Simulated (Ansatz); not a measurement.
A nudged elastic band was laid between two geometries of FH + H7N3OTi (14 atoms, charge 0, multiplicity 1).

The calculation used Ansatz, RHF/def2-SVP.

```json
{
 "movable images": "5",
 "climbing image": "yes",
 "spring": "5.0 eV/Å²",
 "optimiser": "quadratic models (default)",
 "start path": "straight line",
 "force threshold": "0.03 eV/Å",
 "iteration limit": "60",
 "end points": "relaxed"
}
```

Image 0:

```xyz
14
Properties=species:S:1:pos:R:3
Ti -0.204 -0.075 -0.130
O -0.212 -0.442 1.670
H -0.637 -0.044 2.413
N 1.560 -0.108 -0.716
H 2.235 -0.706 -0.266
H 1.993 0.465 -1.415
N -0.939 1.607 -0.499
H -1.736 1.775 -1.085
H -0.550 2.478 -0.183
N -1.221 -1.346 -1.050
H -2.061 -1.765 -0.689
H -0.929 -1.826 -1.882
F 1.943 -1.930 1.937
H 1.167 -1.444 2.006
```

Image 6:

```xyz
14
Properties=species:S:1:pos:R:3
Ti 0.115 -0.756 -0.295
O 0.133 1.649 2.492
H -0.594 1.694 3.094
N 1.724 -0.550 -1.216
H 2.499 -1.186 -1.138
H 1.984 0.250 -1.763
N -0.881 0.795 -0.463
H -1.649 0.994 -1.077
H -0.737 1.536 0.206
N -0.799 -2.193 -1.062
H -1.607 -2.634 -0.659
H -0.540 -2.655 -1.914
F 0.397 -1.034 1.454
H 0.364 0.729 2.452
```

Question: What changes between the two ends?

Answer: Bonds broken: Ti1–O2, F13–H14. Bonds formed: Ti1–F13, O2–H14. FH + H7N3OTi becomes FH6N3Ti + H2O.

Question: Give the energies along the band, and the barrier.

Answer: The forces met the threshold. The highest image is number 2 of 0 to 6, 0.49 eV above the first end and 0.95 eV above the last; the last end lies 0.46 eV below the first. The profile has 2 maxima (images 2, 4) with wells between them (image 3): this band takes more than one step, which may be the mechanism or a detour left from its start path. The order of the point at the top wasn't checked. The orbitals stay closed-shell, which can raise the energy where a bond breaks towards radicals; this wasn't checked here.

| image | path coordinate (Å) | energy (eV) | Ti1–O2 (Å) | F13–H14 (Å) | Ti1–F13 (Å) |
| --- | --- | --- | --- | --- | --- |
| 0 | 0.00 | 0.00 | 1.84 | 0.92 | 3.51 |
| 1 | 1.17 | 0.07 | 1.85 | 0.92 | 3.05 |
| 2 | 2.35 | 0.49 | 2.01 | 1.12 | 2.19 |
| 3 | 3.61 | -0.27 | 2.25 | 2.08 | 1.84 |
| 4 | 4.86 | -0.25 | 2.34 | 2.09 | 1.83 |
| 5 | 6.12 | -0.35 | 3.21 | 1.97 | 1.80 |
| 6 | 7.37 | -0.46 | 3.68 | 2.03 | 1.79 |

Question: What is the geometry of the highest image?

Answer: 
```xyz
14
Properties=species:S:1:pos:R:3:forces:R:3
Ti 0.073 -0.247 -0.009 -0.01 0.00 0.00
O -0.015 0.138 1.960 0.01 0.01 0.00
H -0.752 0.285 2.531 0.00 0.00 0.00
N 1.725 -0.063 -0.847 0.00 0.00 0.00
H 2.478 -0.695 -0.641 0.00 0.00 0.00
H 1.979 0.601 -1.553 0.00 0.00 0.00
N -0.898 1.259 -0.536 0.00 -0.01 -0.01
H -1.377 1.346 -1.415 0.00 0.00 0.00
H -0.929 2.127 -0.033 0.00 0.00 0.00
N -0.999 -1.603 -0.712 0.00 0.01 0.00
H -1.967 -1.499 -0.955 0.00 -0.01 0.00
H -0.661 -2.512 -0.972 0.00 0.00 0.00
F 1.126 -1.627 1.320 0.00 0.01 0.00
H 0.625 -0.871 1.973 0.00 -0.02 0.00
```

The run took 6 min on 4 threads of Intel(R) Xeon(R) Platinum 8259CL CPU @ 2.50GHz (Skylake/Cascade Lake), on a shared host, peak memory 0.47 GiB.
